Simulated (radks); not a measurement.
Results of a calculation; reference values are marked as such.
Ionisation ladder of rhenium, from Re XLV to Re LXVI. Each ion is in the ground configuration listed by NIST, and IE = E(next ion) - E(this ion). Code: a radial shooting solver on a logarithmic mesh with Libxc functionals. Model: Dirac Kohn-Sham, PBE, spin-unpolarised, spherical densities, finite nucleus; open shells fill j = l - 1/2 first; Fermi nuclear charge, rms radius 5.3698 fm.

species	configuration	IE, Delta-SCF (eV)	-e(HOMO) (eV)	HOMO	<r> HOMO (bohr)	IE, NIST (eV)	kind	error (eV)
Re XLV	[Ar] 3d10 4s2 4p1	2307.5	2277.7	4p1/2	0.382	2302	theory	+5.5
Re XLVI	[Ar] 3d10 4s2	2464.6	2435.1	4s1/2	0.385	2450	theory	+14.6
Re XLVII	[Ar] 3d10 4s1	2524.1	2494.3	4s1/2	0.383	2514.5	semi-emp.	+9.6
Re XLVIII	[Ar] 3d10	4212.0	4147.0	3d5/2	0.175	4214	exp.	-2.0
Re XLIX	[Ar] 3d9	4342.8	4277.2	3d5/2	0.174	4335	theory	+7.8
Re L	[Ar] 3d8	4475.2	4408.8	3d5/2	0.172	4468	theory	+7.2
Re LI	[Ar] 3d7	4608.9	4541.8	3d5/2	0.171	4609	theory	-0.1
Re LII	[Ar] 3d6	4744.1	4676.2	3d5/2	0.170	4745	theory	-0.9
Re LIII	[Ar] 3d5	4880.6	4812.1	3d5/2	0.169	4877	theory	+3.6
Re LIV	[Ar] 3d4	5101.4	5030.7	3d3/2	0.163	5099	theory	+2.4
Re LV	[Ar] 3d3	5243.8	5172.4	3d3/2	0.162	5236	theory	+7.8
Re LVI	[Ar] 3d2	5387.4	5315.4	3d3/2	0.161	5388	theory	-0.6
Re LVII	[Ar] 3d1	5532.4	5459.7	3d3/2	0.160	5528	theory	+4.4
Re LVIII	[Ar]	5929.7	5867.0	3p3/2	0.185	5919	theory	+10.7
Re LIX	[Ne] 3s2 3p5	6055.3	5992.4	3p3/2	0.184	6042	theory	+13.3
Re LX	[Ne] 3s2 3p4	6181.3	6118.2	3p3/2	0.183	6176	theory	+5.3
Re LXI	[Ne] 3s2 3p3	6307.6	6244.4	3p3/2	0.182	6300	theory	+7.6
Re LXII	[Ne] 3s2 3p2	6831.6	6763.9	3p1/2	0.170	6810	theory	+21.6
Re LXIII	[Ne] 3s2 3p1	6967.0	6899.3	3p1/2	0.169	6952	theory	+15.0
Re LXIV	[Ne] 3s2	7257.7	7195.3	3s1/2	0.180	7230	theory	+27.7
Re LXV	[Ne] 3s1	7382.6	7319.9	3s1/2	0.179	7366	theory	+16.6
Re LXVI	[Ne]	16109.1	15939.5	2p3/2	0.0691	16080	theory	+29.1

Reference values: NIST Atomic Spectra Database (exp. = measured, semi-emp. = semi-empirical, theory = theoretical value adopted there). The ionisation energy per charge of the ion left behind rises most, in proportion, at Re LXVI ([Ne]), from 113.58 to 244.08 eV. Spin polarisation and multiplet splitting are left out, so open shells lie too high by an amount that depends on their filling.

Beside tabulated values, note that spin-unpolarised runs miss the spin-polarisation part of the exchange energy of open shells.
